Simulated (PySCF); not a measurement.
A GIAO shielding run with PySCF (density fitting, non-relativistic, gas phase) on SMILES C[C@H](N[SiH3])[SiH2]P, C2H12NPSi2:

```
$ OMP_NUM_THREADS=1 python probes_run.py task.json out

{"job": {"kind": "nmr", "xc": "PBE0", "basis": "pcSseg-1"}, "charge": 0, "multiplicity": 1}
C     -0.918692    -1.771140    -0.392086
C     -0.165490    -0.543064     0.112478
N     -0.334287     0.599318    -0.767214
Si    -1.622951     1.728291    -0.615243
Si     1.720266    -0.867416     0.334439
P      2.796147     1.011446     0.903392
H     -1.977403    -1.542631    -0.508516
H     -0.527154    -2.086684    -1.357557
H     -0.812179    -2.595929     0.307753
H     -0.595235    -0.253940     1.077251
H      0.006381     0.397577    -1.696010
H     -1.537639     2.229931     0.758019
H     -1.327087     2.742886    -1.622639
H     -2.975366     1.186459    -0.825386
H      2.267706    -1.315687    -0.953138
H      1.938449    -1.902769     1.350493
H      2.171818     1.140578     2.133057
H      1.883957     1.849092     0.289267
```

Hardware: 1 thread of an Arm Neoverse V2, shared host. The job also computes population analyses, field gradients.

Problem. How large is the calculation?

Solution. 74 electrons, 183 basis functions and 1017 auxiliary functions.

Problem. How long does it take, and how much memory does it need?

Solution. 31 s of wall time, with 12 SCF cycles and 4 response iterations; peak memory 0.84 GiB. Times on a shared host scatter by some tens of per cent.
